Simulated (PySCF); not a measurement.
Species: C₄H₁₀NPSi.
Cartesian coordinates in Å at the GFN2-xTB level; atoms count from 1:
```
atom  x, y, z in Å
C1    -2.9486   -0.5873    0.5335
Si2   -1.2562   -1.1908   -0.0888
P3    -1.2884   -1.1705   -2.3461
C4     0.0826   -0.1006    0.5822
C5     0.9504    0.6499    0.9588
C6     2.0934    1.4665    1.3470
N7     3.3509    1.0243    0.7567
H8    -3.1465    0.4348    0.2223
H9    -3.7452   -1.2132    0.1409
H10   -2.9993   -0.6204    1.6170
H11   -0.9770   -2.5736    0.3324
H12    0.0749   -1.3618   -2.4803
H13   -1.1632    0.2021   -2.4638
H14    2.2036    1.4465    2.4366
H15    1.9187    2.5035    1.0384
H16    3.2842    1.0288   -0.2562
H17    3.5589    0.0739    1.0460
```

Computed at PBE0/pcSseg-1 (PySCF, non-relativistic), with Q(14N) = 0.02044 b: N7, 14N (I = 1): χzz = -5.659 MHz, η = 0.220.

Problem. Where would the pure quadrupole (NQR) lines of 14N at N7 fall for the rigid, isolated species?

Solution. From ν± = (3/4)|χ|(1 ± η/3) and ν0 = |χ|η/2: ν+ 4.556 MHz, ν− 3.933 MHz, ν0 0.623 MHz (primary amine nitrogen).

In a crystal, neighbours and librations shift these lines. GFN2-xTB bond lengths can be off by several hundredths of an ångström, more for odd bonds, and the gradients follow them. These gradients aren't converged with respect to the basis.

One conformer stands for the species.
